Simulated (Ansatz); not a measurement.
Ansatz (an electronic-structure program) input (CCSD(T)/def2-SVPD):

Ansatz 0.2 input:
```yaml
crystal:
  periodic: [false, false, false]
  atoms:
    - {symbol: Sb, position_ang: [0.21348782, 0.15155298, -0.00564657]}
    - {symbol: F, position_ang: [-1.38497171, -0.98317830, 0.03663131]}
    - {symbol: F, position_ang: [-1.11370954, 1.75804384, 0.09439721]}
    - {symbol: F, position_ang: [1.28891696, -1.63366576, -0.09903129]}
basis:
  gaussian:
    orbitals: def2-SVPD
total_charge: -1
magnetization: {spin_polarized: true, initial_magnetization: 1}
correlation: {method: ccsd_t, electrons: outside_noble_gas}
output: {forces: true}
```

End of the output:

```
mean field evaluation 2: about -14623.4645 eV, gradient 1.7e1 eV
mean field evaluation 4: about -14624.9207 eV, gradient 2.2e0 eV
mean field evaluation 8: about -14624.9708 eV, gradient 1.6e-1 eV
mean field evaluation 16: about -14623.3173 eV, gradient 1.7e1 eV
mean field evaluation 32: about -14621.6157 eV, gradient 7.0e-2 eV
mean field -14624.97163942 eV, -537.4577945867 hartree, gradient 6.3e-6 eV, S^2 0.776755; 1 other end points of the search recorded, 0 dependent functions left out
determinant -14624.97163942 eV, -537.4577945867 hartree, with singles and doubles -14644.42519688 eV, -538.1726996374 hartree
determinant -14621.61589759 eV, -537.3344733491 hartree, with singles and doubles -14641.51657940 eV, -538.0658099164 hartree
12 core orbitals not correlated
reference -14624.97163942 eV, -537.4577945867 hartree; 14, 13 occupied and 75, 76 virtual orbitals, 1078 factors
densities: 1.30 GiB planned
second order -19.31485859 eV of doubles, -0.00000000 eV of singles
coupled cluster: 0.89 GiB planned
cycle   1  -19.45656124 eV  change   -3.0e-3 eV  update   1.7e-3
cycle   2  -19.45568078 eV  change    8.8e-4 eV  update   1.2e-3
cycle   3  -19.45579237 eV  change   -1.1e-4 eV  update   6.8e-4
cycle   4  -19.45637864 eV  change   -5.9e-4 eV  update   1.5e-4
cycle   5  -19.45669241 eV  change   -3.1e-4 eV  update   6.7e-5
cycle   6  -19.45668799 eV  change    4.4e-6 eV  update   2.4e-5
cycle   7  -19.45668943 eV  change   -1.4e-6 eV  update   1.2e-5
cycle   8  -19.45668707 eV  change    2.4e-6 eV  update   5.1e-6
cycle   9  -19.45667826 eV  change    8.8e-6 eV  update   1.6e-6
perturbative correction -0.52513197 eV, -0.0192982440 hartree
the calculation of the forces begins
Total energy: -14644.95344965 eV, -538.1921125686 hartree
Atom 0 at     0.213488     0.151553    -0.005647 Å, force     0.728028     0.516820    -0.019256 eV/Å
Atom 1 at    -1.384972    -0.983178     0.036631 Å, force    -0.578713    -0.410823     0.015306 eV/Å
Atom 2 at    -1.113710     1.758044     0.094397 Å, force    -0.316540     0.288458     0.021448 eV/Å
Atom 3 at     1.288917    -1.633666    -0.099031 Å, force     0.167225    -0.394456    -0.017499 eV/Å
Dipole moment:     0.373773     0.265338    -0.009886 e Å
```
